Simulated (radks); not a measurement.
The numbers below are computed, except where a source is named.
Pr4.75+, 54.25 electrons, occupied as [Kr] 4d10 4f(up 1, down 1) 5p6 5s(up 0.25, down 0) (fractional occupations, a model configuration).

Level of theory: scalar-relativistic Kohn-Sham, BLYP, spin-polarised, spherical densities, finite nucleus; Fermi nuclear charge, rms radius 4.8919 fm (a radial shooting solver on a logarithmic mesh with Libxc functionals).

Energy parts (Ry):
total: -18462.4728
kinetic: 19607.8229
electron-nucleus: -44558.3356
Hartree: 6917.1293
exchange-correlation: -429.0894

Orbitals (lengths in bohr, moments of r in powers of bohr; <r^-3> diverges for s and p1/2; r(max) is where P^2 peaks):
| orbital | occ. | eigenvalue (Ry) | <r^-3> | r(max) |
|---|---|---|---|---|
| 1s up | 1 | -3077.903 | - | 0.01541 |
| 1s down | 1 | -3077.901 | - | 0.01541 |
| 2s up | 1 | -498.8342 | - | 0.08725 |
| 2s down | 1 | -498.8330 | - | 0.08725 |
| 2p up | 3 | -446.8544 | 8484 | 0.07027 |
| 2p down | 3 | -446.8531 | 8484 | 0.07027 |
| 3s up | 1 | -111.0502 | - | 0.2491 |
| 3s down | 1 | -111.0485 | - | 0.2491 |
| 3p up | 3 | -94.58562 | 1713 | 0.2439 |
| 3p down | 3 | -94.58394 | 1713 | 0.2439 |
| 3d up | 5 | -71.45355 | 234.4 | 0.2005 |
| 3d down | 5 | -71.45197 | 234.4 | 0.2005 |
| 4s up | 1 | -25.50749 | - | 0.5783 |
| 4s down | 1 | -25.50424 | - | 0.5783 |
| 4p up | 3 | -20.11252 | 373.0 | 0.6035 |
| 4p down | 3 | -20.10897 | 373.0 | 0.6035 |
| 4d up | 5 | -12.38670 | 42.22 | 0.6335 |
| 4d down | 5 | -12.38185 | 42.24 | 0.6335 |
| 4f up | 1 | -4.16838 | 5.323 | 0.6696 |
| 4f down | 1 | -4.15925 | 5.336 | 0.6692 |
| 5s up | 0.25 | -6.64527 | - | 1.313 |
| 5s down | 0 | -6.62682 | - | 1.313 |
| 5p up | 3 | -5.18772 | 64.64 | 1.456 |
| 5p down | 3 | -5.17075 | 64.47 | 1.456 |

The highest occupied level is 4f down at -56.590 eV. The configuration is held as typed, so some empty levels lie below it. The electron density at the nucleus is 4.334e+05 e/bohr^3 (large components only). The density falls to 0.001 e/bohr^3 at r = 3.22 bohr. Spin moment in Bohr magnetons: 0.25. The spin density at the nucleus is 53.55 e/bohr^3 (1s 0.18, 2s 0.06, 3s 0.01, 4s 0.02, 5s 53.27).
